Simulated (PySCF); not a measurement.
## How methods differ on the excitation energy of Cr²⁺

Cr²⁺ [Ar] 3d4 (5D) → Cr²⁺ [Ar] 3d3 4s1 (5F), as a difference of total energies. Calculation: PySCF 2.14, in aug-cc-pVDZ-DK; scalar relativity by spin-free X2C-1e. Correlated levels: valence: [Ar] frozen. The calculations carry no spin-orbit coupling.

| method | excitation energy (eV) |
| --- | --- |
| UHF | 5.906 |
| LDA | 6.680 |
| PBE | 6.472 |
| PBE0 | 6.535 |
| r2SCAN | 6.334 |
| wB97M-V | 6.519 |
| BHandHLYP | 6.334 |
| BP86 | 6.482 |
| PW91 | 6.503 |
| MP2 (valence) | 6.268 |
| SCS-MP2 (valence) | 6.027 |

Problem. How much does correlation contribute at MP2 (valence)?

Solution. 6.268 − (5.906) = 0.362 eV, measured against UHF.

A first-order spin-orbit estimate (lowest level to lowest level, LS coupling) adds -0.024 eV.
